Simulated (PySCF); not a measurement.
## A small calculation by hand: oscillator strength and radiative lifetime

C₂H₂BFO, SMILES C#CB(O)F.

Coordinates come from a B3LYP-D3(BJ)/def2-SVP optimisation. Other conformers were not sampled.

TDA-LC-ωPBE/def2-SVPD (PySCF 2.14.0) puts the first singlet state with f over 0.02 at 6.34 eV (vertical), with the transition dipole (0.042, -0.395, 0.000) in atomic units.

Task: Find the oscillator strength, the wavelength and the radiative lifetime that this transition would have in vacuum if emission retraced absorption.

Result: 
|μ|² = 0.1578 au, so |μ| = 1.01 D. ΔE = 6.34/27.211 = 0.2330 hartree. f = (2/3) ΔE |μ|² = 0.025 (the program prints 0.024).
λ = 1239.84/6.34 = 196 nm; ν = 51136 cm⁻¹.
Einstein's coefficient A = 0.6670 ν² f s⁻¹ (ν in cm⁻¹) = 4.3e7 s⁻¹, so τ = 1/A = 23 ns. This state is S2; the lower singlet has f = 0.000. The figure is the radiative limit of this one transition; relaxation, internal conversion, crossing to triplets and a medium change what is measured.
